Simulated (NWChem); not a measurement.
# CH$_{3}$BrOSi, singlet; SMILES CO[Si]Br

```xyz
7

Si     1.2166    -0.6098    -0.0006
Br    -0.1633     1.2306     0.0006
O      0.1485    -1.8599    -0.0001
C     -1.2411    -2.0660     0.0016
H     -1.7909    -1.1110    -0.0021
H     -1.5221    -2.6500    -0.8882
H     -1.5213    -2.6423     0.8967
```
Atoms are numbered in this order, from 1.

Computed with NWChem. Geometry optimised at PBE0/def2-SVP; all other runs use it. Low-valent species are run as closed-shell singlets; no triplet was tried in these runs. This build's default masses of Se (78.918 u) and Br (79.917 u) are each other's, which moves their modes by up to 0.6 %.

```csv
quantity,level,value
"vertical ionisation energy, ΔSCF (eV)",B3LYP/def2-SVP,[?]
"vertical, lowest state with f > 0.02, singlet (eV)","B3LYP/def2-SVPD, TDA",4.40
solvation free energy (kcal/mol) in n-hexane,"PBE0/def2-SVP, SMD",[?]
"anisotropy (bohr³), static",B3LYP/def2-SVPD,25.0
dipole (D),PBE0/def2-SVP,1.92
highest harmonic frequency (cm⁻¹),PBE0/def2-SVP,[?]
```

Problem. Some entries are withheld; supply them.

Solution. 
- vertical ionisation energy, ΔSCF (eV), value: 9.47
- solvation free energy (kcal/mol) in n-hexane, value: -3.3
- highest harmonic frequency (cm⁻¹), value: 3153
